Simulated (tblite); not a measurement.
Trichloro(naphthyl)silane, C₁₀H₇Cl₃Si.
SMILES: `Cl[Si](Cl)(Cl)c1cccc2ccccc12`

Calculated harmonic vibrations of the isolated species, GFN2-xTB (tblite), most abundant isotopes, no scaling. The method is semi-empirical: single wavenumbers can be off by several per cent or more.

Harmonic wavenumbers (cm⁻¹): 30.4, 47.8, 82.9, 117.1, 125.2, 147.9, 148.9, 158.4, 194.1, 223.9, 314.6, 377.6, 402.6, 431.8, 458.1, 488.4, 494.1, 507.9, 509.0, 530.0, 590.7, 655.8, 724.9, 752.2, 778.7, 814.1, 840.2, 873.6, 902.9, 917.1, 925.3, 930.4, 952.5, 1086.5, 1121.8, 1156.6, 1176.3, 1183.1, 1222.3, 1228.1, 1250.6, 1330.3, 1359.4, 1387.5, 1413.7, 1444.9, 1504.5, 1558.0, 1589.6, 1610.8, 3073.7, 3077.7, 3083.4, 3087.1, 3093.2, 3097.0, 3104.5.

A = 700.5, B = 329.7, C = 270.1 MHz; mass 259.938 u (most abundant isotopes); point group Cs, symmetry number 1.

Problem. Zero-point energy?

Solution. Half the sum of the wavenumbers: 30345 cm⁻¹ = 363.00 kJ/mol.

Problem. Give the ideal-gas entropy at 200 K and 1 bar in the rigid-rotor, harmonic-oscillator model (classical rotation).

Solution. Translation 169.90, rotation 132.72, vibration 123.82: S = 426.4 J/(mol K).

Problem. And Cp and H(200 K) − H(0)?

Solution. Cp = 160.20 J/(mol K), of which vibrations give 126.94 (their classical limit is 57 R = 473.9); H(200 K) − H(0) = 19.80 kJ/mol without the zero-point energy, 13.14 from vibrations.

Problem. Blend soft modes into free rotors: weight 1/[1 + (100 cm⁻¹/ν̃)⁴] for the oscillator and the rest for a rotor with moment μB/(μ + B), μ = h/(8π²ν), B = 10⁻⁴⁴ kg m². What vibrational entropy results?

Solution. 113.66 J/(mol K) in place of 123.82, which changes −T·S at 200 K by +2.03 kJ/mol.

Problem. How do the functions run with temperature in this model?

Solution. 
| T (K) | S (J/(mol K)) | Cp (J/(mol K)) | H − H(0) (kJ/mol) | G − H(0) (kJ/mol) | ln q(vib) |
| --- | --- | --- | --- | --- | --- |
| 50 | 279.7 | 67.9 | 2.39 | -11.59 | 1.03 |
| 100 | 337.9 | 101.9 | 6.69 | -27.10 | 2.97 |
| 298.15 | 500.8 | 215.4 | 38.26 | -111.06 | 10.81 |
| 373.15 | 553.3 | 253.3 | 55.87 | -150.61 | 13.65 |
| 500 | 635.1 | 305.4 | 91.46 | -226.08 | 18.32 |
| 750 | 772.8 | 372.0 | 176.95 | -402.66 | 26.89 |
| 1000 | 885.7 | 411.3 | 275.26 | -610.41 | 34.58 |

q(vib) and H(0) count from the zero-point level.

Problem. Which modes carry the vibrational entropy at 200 K?

Solution. 30.4 cm⁻¹: 20.97; 47.8 cm⁻¹: 17.23; 82.9 cm⁻¹: 12.73; 117.1 cm⁻¹: 9.98; 125.2 cm⁻¹: 9.46; 147.9 cm⁻¹: 8.18 J/(mol K); the other 51 give 45.26 together.

Hindered rotation and anharmonicity are outside this model.

The values belong to the conformer `[Cl:1][Si:2]([Cl:3])([Cl:4])[c:5]1[cH:6][cH:7][cH:8][c:9]2[cH:10][cH:11][cH:12][cH:13][c:14]12`: Cl1–Si2–C5–C6 1°.
